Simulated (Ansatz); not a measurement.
Input for Ansatz (a first-principles code): R-CCSD(T)/def2-TZVPP on CH5InO (SMILES [CH3][InH][OH]), a point of a torsion scan. Elements past Kr take the def2 small-core potentials; no spin–orbit coupling. The run froze 11 orbitals, filled d shells among them.

Ansatz 0.2 input:
```yaml
crystal:
  periodic: [false, false, false]
  atoms:
    - {symbol: C, position_ang: [-1.40338857, -0.31616435, 0.14714163]}
    - {symbol: In, position_ang: [0.36332386, 0.98607235, 0.34012147]}
    - {symbol: O, position_ang: [0.29551092, 2.37155304, -1.02948141]}
    - {symbol: H, position_ang: [-1.35561481, -0.74767441, -0.84969548]}
    - {symbol: H, position_ang: [-2.26725167, 0.34033380, 0.21759876]}
    - {symbol: H, position_ang: [-1.44659720, -1.09450908, 0.90264277]}
    - {symbol: H, position_ang: [1.75196700, 1.07612705, 1.37703605]}
    - {symbol: H, position_ang: [0.96779013, 3.04256163, -1.12656879]}
basis:
  gaussian:
    orbitals: def2-TZVPP
magnetization: {spin_polarized: false}
correlation: {method: ccsd_t, electrons: outside_noble_gas}
scf: {lower_state_search: off}
```

The head of its log:

```
WARN ansatz: RAYON_NUM_THREADS=1 ignored (pool sized by the plan → 1); use --threads N
Functional definition: HF
these checks for a lower state are left out or cut short: stability, starts, cluster_reference, orbital_swaps, neighbouring_geometries, increment
integrals: 0.61 GiB planned
1253 factors; integrals over basis functions are off by at most 9.5e-4 eV
mean field: 0.51 GiB planned
mean field evaluation 1: about -8291.7569 eV, gradient 4.9e1 eV
mean field evaluation 2: about -8291.7967 eV, gradient 4.9e1 eV
mean field evaluation 4: about -8296.6594 eV, gradient 3.8e0 eV
mean field evaluation 8: about -8296.7192 eV, gradient 2.7e-1 eV
mean field -8296.71952015 eV, -304.8988186470 hartree, gradient 1.0e-6 eV, S^2 0.000000; 0 other end points of the search recorded, 0 dependent functions left out
11 core orbitals not correlated, not the lowest: weight in the atoms' cores, before any rotation towards them, 0.940 or more for the frozen orbitals, at most 0.063 for the correlated occupied ones
reference -8296.71952015 eV, -304.8988186470 hartree; 9, 9 occupied and 162, 162 virtual orbitals, 1253 factors
```

Predict the final total energy.

-305.4473 hartree (reference determinant -304.8988, T1 diagnostic 0.013).
